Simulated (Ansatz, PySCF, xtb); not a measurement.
Reaction 5 R1 + R2 → 3 P1 + P2 + 2 P3, each structure at its B3LYP-D3(BJ)/def2-TZVP stationary point, reached from a drawn start (curvature not checked).
R1: H2 (SMILES [H][H]), charge 0, multiplicity 1.
P1: HCl (SMILES Cl), charge 0, multiplicity 1.
P2: NH3 (SMILES N), charge 0, multiplicity 1.
P3: SiH4 (SMILES [SiH4]), charge 0, multiplicity 1.
R2, Cl3H4NSi2 (SMILES [SiH3]N[Si](Cl)(Cl)Cl) (charge 0, multiplicity 1):
```xyz
10

Si     1.40999    -0.27230     0.42469
N     -0.00877    -0.41221    -0.48312
Si    -1.53230     0.42760    -0.31170
Cl     3.01696     0.23135    -0.73846
Cl     1.09936     1.18457     1.82339
Cl     1.90069    -2.01919     1.37234
H      0.02354    -1.08718    -1.23592
H     -2.12444     0.19441     1.02215
H     -2.41499    -0.12975    -1.36004
H     -1.37014     1.88280    -0.51324
```

P less R. No zero-point or thermal terms. One arrangement of each flexible species, with no search for the lowest.

Programs: Ansatz (Gaussian basis) for Hartree–Fock, density functionals and correlated methods; PySCF for the D3/D4 terms; xtb for the GFN methods. Each number belongs to the level named beside it.

**Question.** One of these levels gives 192.6 kJ/mol for the reaction energy. Which one is it?
A) BHLYP/def2-TZVPP
B) GFN1-xTB
C) r2SCAN-D3(BJ)/def2-TZVPP

**Answer.** B, GFN1-xTB. The others give 325.3 (r2SCAN-D3(BJ)/def2-TZVPP), 258.3 (BHLYP/def2-TZVPP)

Ansatz is a first-principles code.
